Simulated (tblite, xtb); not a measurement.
BaF2, triplet, at the geometry of the source list (GFN-xTB shapes and energies of metal compounds can be far from the true ones) (a higher spin typed on purpose: for a closed-shell molecule this is an excited state). Base run: GFN1-xTB run with xtb 6.7.1.

Here is a job for xtb.
```
$ xtb mol.xyz --gfn 1 --uhf 2 --json

# file mol.xyz
3

Ba    -0.00000000    -0.00000000    -0.00000000
F     -0.26440000     1.57390000    -1.38310000
F      0.26440000    -1.57390000     1.38310000
```

Programs used: tblite, xtb; a row that names a program was run with it.

The base run was repeated with changes; each row names its change, and settings that it needs were set with it.

```csv
change,ΔE vs base (mEh),SCF cycles
base,0.000,24
acc = 1000,0.003,20
program = tblite; method = gfn1,0.000,-
etemp = 5000,-47.641,22
"program = tblite; method = gfn1; option = (--guess, eeq)",0.000,-
program = tblite; method = gfn1; option = --grad,0.000,-
etemp = 10000,-117.5,14
etemp = 3000,-24.246,20
acc = 0.1,0.000,26
```
